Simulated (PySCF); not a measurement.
Atoms are numbered as in `[CH3:1][c:2]1[n:3][cH:4][cH:5][cH:6][n:7]1` (H(Xn): hydrogen on atom n).

GIAO PBE0/pcSseg-1 shifts (PySCF 2.14, gas phase, non-relativistic, equivalent atoms averaged), each against references optimised in the same way as the molecule (TMS, NH3).

On the GFN2-xTB geometry: C2 175.3, C4/C6 163.1, C5 123.2, C1 29.4, N3/N7 332.3, H(C4)/H(C6) 8.93, H(C5) 7.07, H(C1) 2.95 ppm.

What changes on the PBE0-D3(BJ)/def2-SVP geometry?

## Answers


```csv
atoms,δ (ppm),change
C2,175.2,-0.1
C4/C6,162.6,-0.5
C5,123.0,-0.2
C1,28.6,-0.8
N3/N7,334.5,+2.2
H(C4)/H(C6),8.70,-0.23
H(C5),6.88,-0.19
H(C1),2.84,-0.11
```

Bonds between heavy atoms that differ most (equivalent bonds averaged): C2–N3 1.328 → 1.337 Å, N3–C4 1.321 → 1.328 Å, C4–C5 1.387 → 1.392 Å, C1–C2 1.491 → 1.495 Å. Mean change of bonds to hydrogen: C–H +0.013 Å.
